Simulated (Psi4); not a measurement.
FIn, charge +1, doublet, geometry from GFN2-xTB (such geometries of metal compounds can be far from the true shape) (a state made from the parent by changing its charge; the spin is typed, not shown lowest) (all electrons, no relativity); Psi4 with B3LYP/3-21G.

Input for Psi4:
```
memory 2 GB

molecule mol {
1 2
  In   -0.000000   -0.000000   -0.354956
  F     0.000000    0.000000    1.932536
}

set basis 3-21g
set reference uks
set scf_type pk

energy('b3lyp')
print_variables()
```

Output, abridged:

```
   => Loading Basis Set <=

    Name: 3-21G
    Role: ORBITAL
    Keyword: BASIS

         ---------------------------------------------------------
                                   SCF
               by Justin Turney, Rob Parrish, Andy Simmonett
                          and Daniel G. A. Smith
                              UKS Reference
         ---------------------------------------------------------

  ==> Geometry <==

    Molecular point group: c2v
    Full point group: C_inf_v

    Geometry (in Angstrom), charge = 1, multiplicity = 2:

       Center              X                  Y                   Z               Mass
    ------------   -----------------  -----------------  -----------------  -----------------
         IN           0.000000000000     0.000000000000    -0.324555299718   114.903878776000
         F            0.000000000000     0.000000000000     1.962936700282    18.998403162730

  Running in c2v symmetry.

  Rotational constants: A = ************  B =      0.19761  C =      0.19761 [cm^-1]
  Rotational constants: A = ************  B =   5924.26151  C =   5924.26151 [MHz]
  Nuclear repulsion =  102.018782975184166

  Charge       = 1
  Multiplicity = 2
  Electrons    = 57
  Nalpha       = 29
  Nbeta        = 28

  ==> Algorithm <==

  SCF Algorithm Type is PK.
  DIIS enabled.
  MOM disabled.
  Fractional occupation disabled.
  Guess Type is SAD.
  Energy threshold   = 1.00e-06
  Density threshold  = 1.00e-06
  Integral threshold = 1.00e-12

  ==> Primary Basis <==

  Basis Set: 3-21G
    Blend: 3-21G
    Number of shells: 18
    Number of basis functions: 42
    Number of Cartesian functions: 42
    Spherical Harmonics?: false
    Max angular momentum: 2

  ==> DFT Potential <==

   => LibXC <=

    Version 7.1.2
    S. Lehtola, C. Steigemann, M. J. T. Oliveira, and M. A. L. Marques,  SoftwareX 7, 1–5 (2018) (10.1016/j.softx.2017.11.002)

   => Composite Functional: B3LYP <=

    B3LYP Hyb-GGA Exchange-Correlation Functional

    P. J. Stephens, F. J. Devlin, C. F. Chabalowski, and M. J. Frisch,  J. Phys. Chem. 98, 11623 (1994) (10.1021/j100096a001)

    Deriv               =              1
    GGA                 =           TRUE
    Meta                =          FALSE

    Exchange Hybrid     =           TRUE
    MP2 Hybrid          =          FALSE

   => Exchange Functionals <=

    0.0800   Slater exchange
    0.7200         Becke 88

   => Exact (HF) Exchange <=

    0.2000               HF

   => Correlation Functionals <=

    0.1900   Vosko, Wilk & Nusair (VWN5_RPA)
    0.8100   Lee, Yang & Parr

   => LibXC Density Thresholds  <==

    XC_HYB_GGA_XC_B3LYP:  1.00E-15

   => Molecular Quadrature <=

    Radial Scheme          =       TREUTLER
    Pruning Scheme         =           NONE
    Nuclear Scheme         =       TREUTLER

    Blocking Scheme        =         OCTREE
    BS radius alpha        =              1
    Pruning alpha          =              1
    Radial Points          =             75
    Spherical Points       =            302
    Total Points           =          42703
    Total Blocks           =            401
    Max Points             =            256
    Max Functions          =             41
    Weights Tolerance      =       1.00E-15

  ==> Integral Setup <==

  Using in-core PK algorithm.
   Calculation information:
      Number of atoms:                   2
      Number of AO shells:              18
      Number of primitives:             42
      Number of atomic orbitals:        42
      Number of basis functions:        42

      Integral cutoff                 1.00e-12
      Number of threads:                 1

  Performing in-core PK
  Using 816312 doubles for integral storage.
  We computed 11797 shell quartets total.
  Whereas there are 14706 unique shell quartets.

  ==> DiskJK: Disk-Based J/K Matrices <==

    J tasked:                  Yes
    K tasked:                  Yes
    wK tasked:                  No
    Schwarz Cutoff:          1E-12

  Minimum eigenvalue in the overlap matrix is 1.2736434411E-03.
  Reciprocal condition number of the overlap matrix is 3.2555966836E-04.
    Using symmetric orthogonalization.

  ==> Pre-Iterations <==

  SCF Guess: Superposition of Atomic Densities via on-the-fly atomic UHF (no occupation information).

   -------------------------
    Irrep   Nso     Nmo
   -------------------------
     A1        22      22
     A2         2       2
     B1         9       9
     B2         9       9
   -------------------------
    Total      42      42
   -------------------------

  ==> Iterations <==

                        Total Energy        Delta E     RMS |[F,P]|

   @UKS iter SAD: -5812.47343449036362   -5.81247e+03   0.00000e+00
    Occupation by irrep:
             A1    A2    B1    B2
    DOCC [    14,    2,    6,    6 ]
    SOCC [     1,    0,    0,    0 ]
    NA   [    15,    2,    6,    6 ]
    NB   [    14,    2,    6,    6 ]

   @UKS iter   1: -5816.30747892651743   -3.83404e+00   2.95448e-02 ADIIS/DIIS
    Occupation by irrep:
             A1    A2    B1    B2
    DOCC [    15,    2,    5,    6 ]
    SOCC [     0,    0,    1,    0 ]
    NA   [    15,    2,    6,    6 ]
    NB   [    15,    2,    5,    6 ]

   @UKS iter   2: -5816.14463196509132    1.62847e-01   3.95714e-02 ADIIS/DIIS
   @UKS iter   3: -5816.49113751867844   -3.46506e-01   1.70590e-02 ADIIS/DIIS
   @UKS iter   4: -5816.55608021923035   -6.49427e-02   4.82133e-03 ADIIS/DIIS
   @UKS iter   5: -5816.56344862270453   -7.36840e-03   2.05769e-04 ADIIS/DIIS
   @UKS iter   6: -5816.56346327217670   -1.46495e-05   4.23897e-05 DIIS
   @UKS iter   7: -5816.56346470095286   -1.42878e-06   1.81549e-05 DIIS
   @UKS iter   8: -5816.56346486474467   -1.63792e-07   7.79860e-07 DIIS
  Energy and wave function converged.

  ==> Post-Iterations <==

   Electrons on quadrature grid:
      Nalpha   =   28.9999994064 ; deviation = -5.936e-07
      Nbeta    =   27.9999981531 ; deviation = -1.847e-06
      Ntotal   =   56.9999975596 ; deviation = -2.440e-06

   @Spin Contamination Metric:   8.037238312E-04
   @S^2 Expected:                7.500000000E-01
   @S^2 Observed:                7.508037238E-01
   @S   Expected:                5.000000000E-01
   @S   Observed:                5.000000000E-01

    Orbital Energies [Eh]
    ---------------------

    Alpha Occupied:

       1A1  -981.908266     2A1  -144.822336     3A1  -134.758851
       1B1  -134.758756     1B2  -134.758729     4A1   -27.897149
       5A1   -24.925808     2B1   -23.694521     2B2   -23.694427
       6A1   -23.694376     7A1   -16.545242     1A2   -16.545111
       8A1   -16.545103     3B1   -16.545074     3B2   -16.545006
       9A1    -4.496711     4B1    -3.118430     4B2    -3.118070
      10A1    -3.117260    11A1    -1.477313    12A1    -1.040930
       2A2    -1.040518    13A1    -1.040467     5B1    -1.040301
       5B2    -1.039749     6B1    -0.798247    14A1    -0.735855
       6B2    -0.708981    15A1    -0.511695

    Alpha Virtual:

       7B1    -0.277075     7B2    -0.274640    16A1    -0.233740
      17A1    -0.050382     8B1     0.012597     8B2     0.013856
      18A1     0.020218     9B1     1.441214     9B2     1.509897
      19A1     1.563249    20A1     1.884189    21A1     2.696380
      22A1   196.476574

    Beta Occupied:

       1A1  -981.908272     2A1  -144.822334     3A1  -134.758861
       1B1  -134.758751     1B2  -134.758732     4A1   -27.897152
       5A1   -24.896401     2B1   -23.694515     2B2   -23.694429
       6A1   -23.694396     7A1   -16.545252     1A2   -16.545108
       8A1   -16.545100     3B1   -16.545066     3B2   -16.545014
       9A1    -4.496706     4B1    -3.118394     4B2    -3.118071
      10A1    -3.117288    11A1    -1.388876    12A1    -1.040615
       2A2    -1.040507    13A1    -1.040320     5B1    -1.040126
       5B2    -1.039773    14A1    -0.704609     6B2    -0.675195
      15A1    -0.508896

    Beta Virtual:

       6B1    -0.503059     7B2    -0.274324     7B1    -0.273174
      16A1    -0.230615    17A1    -0.049425     8B1     0.012871
       8B2     0.013834    18A1     0.021459     9B2     1.533938
       9B1     1.576143    19A1     1.583858    20A1     1.888013
      21A1     2.758757    22A1   196.476571

    Final Occupation by Irrep:
             A1    A2    B1    B2
    DOCC [    15,    2,    5,    6 ]
    SOCC [     0,    0,    1,    0 ]
    NA   [    15,    2,    6,    6 ]
    NB   [    15,    2,    5,    6 ]

  @UKS Final Energy: -5816.56346486474467

   => Energetics <=

    Nuclear Repulsion Energy =            102.0187829751841662
    One-Electron Energy =               -8223.0072216870175907
    Two-Electron Energy =                2437.9671384816674617
    DFT Exchange-Correlation Energy =    -133.5421646345786826
    Empirical Dispersion Energy =           0.0000000000000000
    VV10 Nonlocal Energy =                  0.0000000000000000
    Total Energy =                      -5816.5634648647446738

  UHF NO Occupations:
  HONO-2 :    6 B2 1.9999244
  HONO-1 :   15 A1 1.9997227
  HONO-0 :    6 B1 1.0000000
  LUNO+0 :   16 A1 0.0002773
  LUNO+1 :    7 B2 0.0000756
  LUNO+2 :   17 A1 0.0000448
  LUNO+3 :   18 A1 0.0000040

Computation Completed

Properties will be evaluated at   0.000000,   0.000000,   0.000000 [a0]

Properties computed using the SCF density matrix

 Multipole Moments:

 ------------------------------------------------------------------------------------
     Multipole            Electronic (a.u.)      Nuclear  (a.u.)        Total (a.u.)
 ------------------------------------------------------------------------------------

 L = 1.  Multiply by 2.5417464519 to convert [e a0] to [Debye]
 Dipole X            :          0.0000000            0.0000000            0.0000000
 Dipole Y            :          0.0000000            0.0000000            0.0000000
 Dipole Z            :         -3.1745207            3.3320041            0.1574833
 Magnitude           :                                                    0.1574833

 ------------------------------------------------------------------------------------

  Variable Map:
  ----------------------------------------------------------------------------
  "CURRENT ENERGY"              =>   -5816.563464864745
  "CURRENT REFERENCE ENERGY"    =>   -5816.563464864745
  "DD SOLVATION ENERGY"         =>       0.000000000000
  "DFT FUNCTIONAL TOTAL ENERGY" =>   -5816.563464864745
  "DFT TOTAL ENERGY"            =>   -5816.563464864745
  "DFT VV10 ENERGY"             =>       0.000000000000
  "DFT XC ENERGY"               =>    -133.542164634579
  "GRID ELECTRONS ALPHA"        =>      28.999999406446
  "GRID ELECTRONS BETA"         =>      27.999998153113
  "GRID ELECTRONS TOTAL"        =>      56.999997559560
  "NUCLEAR REPULSION ENERGY"    =>     102.018782975184
  "ONE-ELECTRON ENERGY"         =>   -8223.007221687018
  "PCM POLARIZATION ENERGY"     =>       0.000000000000
  "PE ENERGY"                   =>       0.000000000000
  "SCF ITERATION ENERGY"        =>   -5816.563464864745
  "SCF ITERATIONS"              =>       8.000000000000
  "SCF TOTAL ENERGY"            =>   -5816.563464864745
  "TWO-ELECTRON ENERGY"         =>    2437.967138481667
  "XC GRID RADIAL POINTS"       =>      75.000000000000
  "XC GRID SPHERICAL POINTS"    =>     302.000000000000
  "XC GRID TOTAL POINTS"        =>   42703.000000000000

  Array Variable Map:
  ----------------------------------------------------------------------------
  "CURRENT DIPOLE"              =>       0.000000000000 ... 0.157483347891 1 by 3
  "SCF DIPOLE"                  =>       0.000000000000 ... 0.157483347891 1 by 3
  "SCF TOTAL ENERGIES"          =>   -5812.473434490364 ... -5816.563464864745 1 by 9
```
